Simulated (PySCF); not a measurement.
**Correlation energy of Ge⁺ (germanium, charge +1)**

[Ar] 3d10 4s2 4p1, 2P determinant. All numbers are calculated (PySCF 2.14, the spin-free X2C one-electron Hamiltonian (Gaussian nucleus), in x2c-SVPall). Frozen: [Ar] 3d10; 3 electrons correlated.

MP2 pair energies summed by pair of shells (mhartree):

```csv
pair,energy,share (%)
4s-4s,-19.01,59.3
4s-4p,-13.04,40.7
```

Total MP2 correlation energy: -32.05 mhartree.

Same-spin part -2.11 and opposite-spin part -29.95 mhartree; SCS-MP2 scales them by 1/3 and 6/5 to -36.64 mhartree.

| level | correlation energy (mhartree) |
| --- | --- |
| CCSD | -46.88 |
| (T) | -0.49 |
| CCSD(T) | -47.37 |

Diagnostics: T1 = 0.0091, D1 = 0.0218, largest double amplitude 0.097.

Cost of the coupled-cluster step: 0.18 s of wall time on 1 thread of Neoverse-N1 (shared host), for 3 correlated electrons.
